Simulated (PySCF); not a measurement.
Zr(Cl)3(SH) (Cl₃HSZr), SMILES [SH][Zr]([Cl])([Cl])[Cl], multiplicity 1.

The structure is a stationary point at PBE-D3(BJ)/def2-SVP. The multiplicity is an assumed one; no other spin state was optimised. The structure was generated by enumeration; whether it is a known compound was not checked. The def2 effective core potentials stand for the cores of Zr; spin–orbit coupling is left out. One conformer was computed; it need not be the lowest.

These are PBE-D3(BJ)/def2-SVP (PySCF 2.14.0) values and carry that method's errors.

Frequencies are harmonic and unscaled.

**Question.** Give all harmonic wavenumbers and intensities. (Estimate from the structure and the level; the computed values follow.)

**Answer.** 
```json
[
 {"mode": "1", "ν (cm⁻¹)": "71", "IR (km/mol)": "9.8", "moving atoms (share of kinetic energy)": "Cl 68 %, H 25 %"},
 {"mode": "2", "ν (cm⁻¹)": "85", "IR (km/mol)": "0.5", "moving atoms (share of kinetic energy)": "Cl 56 %, S 33 %, Zr 10 %"},
 {"mode": "3", "ν (cm⁻¹)": "97", "IR (km/mol)": "1.8", "moving atoms (share of kinetic energy)": "Cl 78 %, Zr 18 %"},
 {"mode": "4", "ν (cm⁻¹)": "101", "IR (km/mol)": "1.1", "moving atoms (share of kinetic energy)": "Cl 43 %, S 35 %, Zr 20 %"},
 {"mode": "5", "ν (cm⁻¹)": "101", "IR (km/mol)": "3.0", "moving atoms (share of kinetic energy)": "Cl 57 %, S 22 %, Zr 18 %"},
 {"mode": "6", "ν (cm⁻¹)": "139", "IR (km/mol)": "19.7", "moving atoms (share of kinetic energy)": "H 71 %, Cl 18 %, S 10 %"},
 {"mode": "7", "ν (cm⁻¹)": "350", "IR (km/mol)": "2.7", "moving atoms (share of kinetic energy)": "Cl 47 %, S 39 %, H 10 %"},
 {"mode": "8", "ν (cm⁻¹)": "383", "IR (km/mol)": "47.6", "moving atoms (share of kinetic energy)": "Cl 46 %, Zr 26 %, H 15 %, S 12 %"},
 {"mode": "9", "ν (cm⁻¹)": "413", "IR (km/mol)": "79.9", "moving atoms (share of kinetic energy)": "Cl 62 %, Zr 37 %"},
 {"mode": "10", "ν (cm⁻¹)": "417", "IR (km/mol)": "94.7", "moving atoms (share of kinetic energy)": "Cl 53 %, Zr 34 %"},
 {"mode": "11", "ν (cm⁻¹)": "470", "IR (km/mol)": "28.0", "moving atoms (share of kinetic energy)": "H 67 %, S 16 %, Zr 10 %"},
 {"mode": "12", "ν (cm⁻¹)": "2582", "IR (km/mol)": "4.7", "moving atoms (share of kinetic energy)": "H 97 %"}
]
```
